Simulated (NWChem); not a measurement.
A series in which one site is exchanged, each optimised at PBE0/def2-SVP with NWChem, gas phase unless a solvent is named. For some, no frequency run checked for a minimum. def2 effective core potentials on Cd, I; no spin-orbit coupling.

A: [F][Cd][I] (CdIF; site = I)
B: [F][Cd][Br] (CdBrF; site = Br)
C: [F][Cd][F] (CdF2; site = F)
D: [F][CdH] (CdHF; site = H)

Values for A:

dipole (D), PBE0/def2-SVP: 0.97
static polarisability, PBE/def2-SVPD (bohr³): 67.3
lowest singlet excitation, PBE/def2-SVPD, TDA (eV): 3.81

Q: How do these values change for the other members?

A: 
```tsv
change from A	B	C	D
dipole (D), PBE0/def2-SVP	-0.41	-0.97	+1.26
static polarisability, PBE/def2-SVPD (bohr³)	-14.8	-39.0	-35.5
lowest singlet excitation, PBE/def2-SVPD, TDA (eV)	+0.49	+1.26	+2.43
```
